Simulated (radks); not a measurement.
The numbers below are computed, except where a source is named.
Effect of the nuclear size on the barium ion Ba2+, [Xe]. Code: a radial shooting solver on a logarithmic mesh with Libxc functionals. Model: Dirac Kohn-Sham, LDA (Slater exchange, Perdew-Wang correlation), spin-unpolarised, spherical densities, finite nucleus; Fermi nuclear charge, rms radius 4.8378 fm. The rms radius is varied about that value; shifts are against it.

rms radius (fm)  total energy shift (eV)  density at nucleus (e/bohr^3)  1s1/2 shift (meV)  2s1/2 shift (meV)  4p1/2 shift (meV)  5s1/2 shift (meV)  5p1/2 shift (meV)  5p3/2 shift (meV)  6s1/2 (empty) shift (meV)
4.2524                             -1.90                      3.295e+05               -792              -95.2              0.289             -0.685              0.066              0.079                     -0.128
4.3782                             -1.51                      3.277e+05               -629              -75.5              0.230             -0.544              0.053              0.063                     -0.101
4.8378                                 0                      3.214e+05              0.000              0.000              0.000              0.000              0.000              0.000                      0.000
5.1958                              1.26                       3.17e+05                525               63.0             -0.192              0.454             -0.044             -0.052                      0.085
5.9795                              4.27                      3.085e+05               1780                214             -0.649               1.54             -0.149             -0.177                      0.287

Slopes of the eigenvalues against <r^2> in GHz/fm^2, as finite differences over the two radii next to the reference (eigenvalue slopes, not the field-shift constants of lines): 1s1/2 35600, 2s1/2 4280, 4p1/2 -13.0, 5s1/2 30.8, 5p1/2 -2.99, 5p3/2 -3.55, 6s1/2 (empty) 5.75.
